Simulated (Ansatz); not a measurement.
A short molecular-dynamics run on C2H6O2Si, SMILES `C[SiH](O)C=O`.

```yaml
crystal:
  periodic: [false, false, false]
  atoms:
    - {symbol: C, position_ang: [-0.779111, 1.235793, 0.656967]}
    - {symbol: Si, position_ang: [0.265437, -0.286893, 0.455358]}
    - {symbol: O, position_ang: [1.858147, 0.067673, 0.295751]}
    - {symbol: C, position_ang: [-0.143705, -1.216162, -1.180104]}
    - {symbol: O, position_ang: [0.753669, -1.390785, -1.974661]}
    - {symbol: H, position_ang: [-0.667485, 1.907792, -0.196533]}
    - {symbol: H, position_ang: [-0.483624, 1.778248, 1.558384]}
    - {symbol: H, position_ang: [-1.835097, 0.970575, 0.757068]}
    - {symbol: H, position_ang: [0.023592, -1.223386, 1.587911]}
    - {symbol: H, position_ang: [2.235209, -0.300345, -0.511982]}
    - {symbol: H, position_ang: [-1.161532, -1.599610, -1.427460]}
basis:
  gaussian: {orbitals: "6-31G*"}
hamiltonian: {xc: {name: BLYP}}
md: {timestep: 0.5 fs, n_steps: 30, ensemble: nvt_nose_hoover, temperature: 300, initial_velocities: maxwell_boltzmann, seed: 181}
```

```sh
$ ansatz run in.yaml --threads 4 --pin off --events-out ev --progress --plain --max-ram 10444MiB
```

```
step  time (fs)  potential energy (eV)  kinetic (eV)  T (K)  conserved (eV)
   0        0.0            -14141.4893        0.3490    300     -14141.1403
   1        0.5            -14141.4902        0.3500    301     -14141.1403
   2        1.0            -14141.4868        0.3466    298     -14141.1403
   3        1.5            -14141.4793        0.3391    291     -14141.1403
   4        2.0            -14141.4678        0.3275    282     -14141.1403
   5        2.5            -14141.4521        0.3118    268     -14141.1403
   6        3.0            -14141.4324        0.2922    251     -14141.1402
   7        3.5            -14141.4095        0.2694    232     -14141.1401
   8        4.0            -14141.3847        0.2447    210     -14141.1400
   9        4.5            -14141.3598        0.2200    189     -14141.1399
  10        5.0            -14141.3372        0.1975    170     -14141.1397
  11        5.5            -14141.3188        0.1793    154     -14141.1396
  12        6.0            -14141.3064        0.1669    143     -14141.1396
  13        6.5            -14141.3008        0.1614    139     -14141.1396
  14        7.0            -14141.3021        0.1626    140     -14141.1396
  15        7.5            -14141.3097        0.1702    146     -14141.1397
  16        8.0            -14141.3228        0.1833    158     -14141.1397
  17        8.5            -14141.3405        0.2010    173     -14141.1398
  18        9.0            -14141.3620        0.2225    191     -14141.1398
  19        9.5            -14141.3861        0.2466    212     -14141.1399
  20       10.0            -14141.4112        0.2716    233     -14141.1401
  21       10.5            -14141.4349        0.2952    254     -14141.1403
  22       11.0            -14141.4545        0.3148    271     -14141.1404
  23       11.5            -14141.4681        0.3283    282     -14141.1405
  24       12.0            -14141.4743        0.3347    288     -14141.1404
  25       12.5            -14141.4735        0.3340    287     -14141.1404
  26       13.0            -14141.4666        0.3274    281     -14141.1403
  27       13.5            -14141.4551        0.3161    272     -14141.1402
  28       14.0            -14141.4404        0.3015    259     -14141.1401
  29       14.5            -14141.4230        0.2842    244     -14141.1401
  30       15.0            -14141.4034        0.2647    228     -14141.1401
```

Velocities are drawn at the set temperature; a run this short doesn't reach equilibrium.

Frames (Å, forces in eV/Å):

```xyz
11
time=0.0 fs
C    -0.779    1.236    0.657   -0.087    0.091    0.040
Si    0.265   -0.287    0.455   -0.638   -0.371    0.195
O     1.858    0.068    0.296    0.804    0.590    0.647
C    -0.144   -1.216   -1.180   -1.177    0.228    1.071
O     0.754   -1.391   -1.975    1.573   -0.287   -1.353
H    -0.667    1.908   -0.197    0.015    0.237   -0.253
H    -0.484    1.778    1.558    0.061    0.217    0.271
H    -1.835    0.971    0.757   -0.354   -0.048    0.037
H     0.024   -1.223    1.588   -0.057   -0.151    0.178
H     2.235   -0.300   -0.512    0.295   -0.367   -0.770
H    -1.162   -1.600   -1.427   -0.435   -0.140   -0.063
11
time=1.0 fs
C    -0.786    1.237    0.657    0.445    0.072   -0.316
Si    0.266   -0.285    0.456   -0.739   -0.416    0.166
O     1.858    0.065    0.295    0.894    0.583    0.557
C    -0.151   -1.221   -1.181   -0.691    0.164    0.913
O     0.759   -1.388   -1.975    0.938   -0.231   -0.990
H    -0.628    1.934   -0.175   -0.194    0.049   -0.277
H    -0.479    1.772    1.545    0.085    0.317    0.715
H    -1.830    0.963    0.753   -0.663    0.015   -0.010
H     0.035   -1.221    1.597   -0.072   -0.111    0.117
H     2.237   -0.302   -0.515    0.242   -0.326   -0.694
H    -1.172   -1.621   -1.404   -0.244   -0.116   -0.181
11
time=2.0 fs
C    -0.792    1.239    0.656    0.856    0.195   -0.543
Si    0.267   -0.284    0.456   -0.813   -0.469    0.158
O     1.859    0.062    0.294    1.105    0.438    0.172
C    -0.158   -1.225   -1.182   -0.204    0.055    0.656
O     0.765   -1.385   -1.977    0.233   -0.170   -0.556
H    -0.589    1.961   -0.155   -0.418   -0.204   -0.213
H    -0.473    1.769    1.539    0.043    0.300    0.947
H    -1.830    0.955    0.749   -0.768    0.118   -0.065
H     0.045   -1.220    1.606   -0.084   -0.056    0.035
H     2.241   -0.307   -0.524    0.035   -0.153   -0.317
H    -1.186   -1.644   -1.382    0.016   -0.053   -0.274
11
time=3.0 fs
C    -0.797    1.241    0.656    1.095    0.407   -0.509
Si    0.268   -0.283    0.456   -0.858   -0.521    0.162
O     1.860    0.060    0.294    1.323    0.248   -0.292
C    -0.166   -1.229   -1.181    0.271   -0.067    0.363
O     0.771   -1.382   -1.978   -0.464   -0.114   -0.111
H    -0.555    1.985   -0.138   -0.630   -0.451   -0.129
H    -0.467    1.769    1.541   -0.088    0.144    0.896
H    -1.838    0.949    0.744   -0.623    0.266   -0.123
H     0.055   -1.219    1.616   -0.094    0.003   -0.054
H     2.245   -0.313   -0.537   -0.213    0.056    0.145
H    -1.198   -1.667   -1.363    0.282    0.029   -0.348
11
time=4.0 fs
C    -0.802    1.243    0.654    1.166    0.617   -0.227
Si    0.268   -0.282    0.457   -0.875   -0.561    0.169
O     1.862    0.057    0.293    1.437    0.101   -0.634
C    -0.174   -1.234   -1.181    0.729   -0.173    0.085
O     0.776   -1.379   -1.980   -1.093   -0.070    0.298
H    -0.527    2.006   -0.122   -0.797   -0.626   -0.077
H    -0.461    1.770    1.552   -0.278   -0.100    0.621
H    -1.852    0.945    0.738   -0.290    0.434   -0.176
H     0.064   -1.218    1.626   -0.103    0.059   -0.135
H     2.247   -0.318   -0.548   -0.394    0.210    0.484
H    -1.209   -1.689   -1.348    0.498    0.109   -0.408
11
time=5.0 fs
C    -0.806    1.245    0.653    1.112    0.741    0.191
Si    0.268   -0.281    0.457   -0.865   -0.582    0.171
O     1.864    0.055    0.292    1.392    0.042   -0.747
C    -0.181   -1.238   -1.180    1.164   -0.241   -0.144
O     0.781   -1.376   -1.982   -1.611   -0.041    0.639
H    -0.507    2.020   -0.106   -0.892   -0.689   -0.087
H    -0.459    1.770    1.569   -0.469   -0.344    0.254
H    -1.868    0.945    0.730    0.103    0.580   -0.214
H     0.071   -1.217    1.634   -0.112    0.102   -0.199
H     2.246   -0.322   -0.554   -0.450    0.264    0.592
H    -1.214   -1.711   -1.336    0.626    0.168   -0.455
11
time=6.0 fs
C    -0.809    1.248    0.652    0.985    0.729    0.627
Si    0.267   -0.281    0.458   -0.832   -0.576    0.160
O     1.868    0.053    0.290    1.185    0.081   -0.607
C    -0.187   -1.243   -1.180    1.570   -0.260   -0.309
O     0.785   -1.373   -1.983   -1.997   -0.024    0.894
H    -0.495    2.028   -0.092   -0.899   -0.625   -0.166
H    -0.460    1.767    1.588   -0.609   -0.516   -0.085
H    -1.884    0.950    0.721    0.434    0.665   -0.231
H     0.078   -1.214    1.640   -0.120    0.126   -0.236
H     2.240   -0.323   -0.556   -0.368    0.207    0.443
H    -1.214   -1.731   -1.328    0.650    0.193   -0.488
11
time=7.0 fs
C    -0.811    1.252    0.651    0.829    0.574    0.999
Si    0.267   -0.280    0.458   -0.779   -0.544    0.128
O     1.872    0.051    0.288    0.849    0.203   -0.252
C    -0.192   -1.248   -1.180    1.936   -0.226   -0.403
O     0.788   -1.370   -1.983   -2.238   -0.019    1.056
H    -0.491    2.030   -0.079   -0.815   -0.441   -0.306
H    -0.468    1.759    1.606   -0.668   -0.581   -0.323
H    -1.895    0.962    0.709    0.625    0.668   -0.226
H     0.084   -1.211    1.645   -0.128    0.130   -0.241
H     2.231   -0.323   -0.553   -0.179    0.057    0.075
H    -1.208   -1.750   -1.326    0.569    0.179   -0.507
11
time=8.0 fs
C    -0.812    1.256    0.651    0.683    0.306    1.250
Si    0.266   -0.280    0.459   -0.710   -0.484    0.072
O     1.877    0.049    0.286    0.462    0.356    0.195
C    -0.195   -1.253   -1.180    2.242   -0.146   -0.425
O     0.790   -1.367   -1.983   -2.332   -0.021    1.123
H    -0.496    2.028   -0.069   -0.653   -0.171   -0.477
H    -0.482    1.745    1.622   -0.640   -0.531   -0.425
H    -1.901    0.981    0.695    0.641    0.585   -0.203
H     0.088   -1.206    1.646   -0.137    0.111   -0.214
H     2.221   -0.321   -0.549    0.047   -0.133   -0.385
H    -1.196   -1.766   -1.328    0.398    0.128   -0.511
11
time=9.0 fs
C    -0.813    1.261    0.652    0.584   -0.008    1.317
Si    0.265   -0.280    0.460   -0.627   -0.402   -0.008
O     1.882    0.047    0.284    0.132    0.453    0.522
C    -0.196   -1.258   -1.180    2.451   -0.036   -0.382
O     0.790   -1.365   -1.983   -2.275   -0.028    1.095
H    -0.506    2.024   -0.064   -0.443    0.116   -0.621
H    -0.502    1.727    1.633   -0.531   -0.376   -0.379
H    -1.900    1.005    0.679    0.478    0.425   -0.168
H     0.091   -1.200    1.646   -0.146    0.071   -0.158
H     2.210   -0.321   -0.549    0.206   -0.269   -0.722
H    -1.180   -1.782   -1.335    0.172    0.054   -0.496
11
time=10.0 fs
C    -0.813    1.265    0.655    0.555   -0.278    1.138
Si    0.263   -0.280    0.460   -0.531   -0.301   -0.104
O     1.887    0.046    0.283   -0.058    0.409    0.536
C    -0.196   -1.263   -1.181    2.509    0.072   -0.280
O     0.789   -1.362   -1.981   -2.068   -0.037    0.974
H    -0.521    2.021   -0.064   -0.228    0.330   -0.662
H    -0.527    1.705    1.641   -0.359   -0.136   -0.193
H    -1.895    1.033    0.661    0.171    0.208   -0.131
H     0.093   -1.194    1.645   -0.155    0.016   -0.080
H     2.202   -0.324   -0.556    0.220   -0.266   -0.739
H    -1.163   -1.797   -1.346   -0.056   -0.016   -0.457
11
time=11.0 fs
C    -0.813    1.269    0.658    0.578   -0.427    0.700
Si    0.262   -0.280    0.461   -0.425   -0.192   -0.205
O     1.893    0.045    0.281   -0.116    0.222    0.221
C    -0.193   -1.268   -1.182    2.357    0.144   -0.130
O     0.786   -1.359   -1.979   -1.713   -0.046    0.760
H    -0.538    2.022   -0.071   -0.043    0.399   -0.538
H    -0.556    1.681    1.647   -0.154    0.150    0.091
H    -1.888    1.063    0.642   -0.194   -0.031   -0.100
H     0.093   -1.187    1.642   -0.163   -0.047    0.008
H     2.195   -0.329   -0.569    0.100   -0.120   -0.421
H    -1.146   -1.812   -1.362   -0.227   -0.052   -0.386
11
time=12.0 fs
C    -0.813    1.273    0.661    0.573   -0.431    0.103
Si    0.260   -0.281    0.462   -0.310   -0.083   -0.290
O     1.898    0.043    0.280   -0.125   -0.027   -0.243
C    -0.189   -1.273   -1.183    1.960    0.152    0.058
O     0.783   -1.357   -1.977   -1.219   -0.052    0.456
H    -0.555    2.026   -0.083    0.102    0.317   -0.253
H    -0.585    1.659    1.654    0.040    0.420    0.375
H    -1.884    1.092    0.623   -0.488   -0.252   -0.075
H     0.091   -1.181    1.640   -0.168   -0.107    0.092
H     2.190   -0.335   -0.587   -0.067    0.089    0.052
H    -1.131   -1.827   -1.382   -0.298   -0.026   -0.275
11
time=13.0 fs
C    -0.812    1.276    0.665    0.446   -0.317   -0.452
Si    0.258   -0.281    0.462   -0.192    0.013   -0.342
O     1.903    0.042    0.279   -0.169   -0.246   -0.642
C    -0.183   -1.278   -1.184    1.335    0.094    0.276
O     0.778   -1.354   -1.974   -0.606   -0.055    0.071
H    -0.572    2.033   -0.097    0.219    0.148    0.118
H    -0.615    1.641    1.665    0.179    0.609    0.522
H    -1.884    1.120    0.602   -0.584   -0.425   -0.046
H     0.088   -1.176    1.638   -0.168   -0.151    0.157
H     2.183   -0.340   -0.604   -0.192    0.268    0.462
H    -1.119   -1.843   -1.404   -0.269    0.062   -0.123
11
time=14.0 fs
C    -0.810    1.280    0.668    0.158   -0.134   -0.778
Si    0.256   -0.281    0.463   -0.078    0.087   -0.345
O     1.908    0.041    0.277   -0.288   -0.377   -0.843
C    -0.176   -1.283   -1.185    0.553   -0.007    0.519
O     0.774   -1.351   -1.972    0.092   -0.054   -0.377
H    -0.586    2.041   -0.110    0.321   -0.025    0.474
H    -0.643    1.629    1.680    0.247    0.677    0.428
H    -1.889    1.143    0.581   -0.439   -0.541    0.001
H     0.084   -1.172    1.638   -0.160   -0.172    0.190
H     2.175   -0.343   -0.616   -0.229    0.358    0.672
H    -1.110   -1.858   -1.428   -0.176    0.187    0.057
11
time=15.0 fs
C    -0.809    1.283    0.671   -0.243    0.056   -0.811
Si    0.254   -0.281    0.463    0.027    0.134   -0.292
O     1.912    0.040    0.275   -0.484   -0.402   -0.798
C    -0.169   -1.288   -1.186   -0.280   -0.113    0.777
O     0.769   -1.349   -1.969    0.820   -0.048   -0.853
H    -0.598    2.050   -0.118    0.413   -0.141    0.733
H    -0.669    1.623    1.699    0.261    0.630    0.108
H    -1.898    1.161    0.560   -0.125   -0.610    0.072
H     0.078   -1.170    1.640   -0.145   -0.163    0.185
H     2.165   -0.342   -0.623   -0.171    0.342    0.632
H    -1.102   -1.871   -1.451   -0.073    0.313    0.246
```

Run time 24 s (4 threads of an Arm Neoverse V2 on a shared host); peak host memory 0.47 GiB.
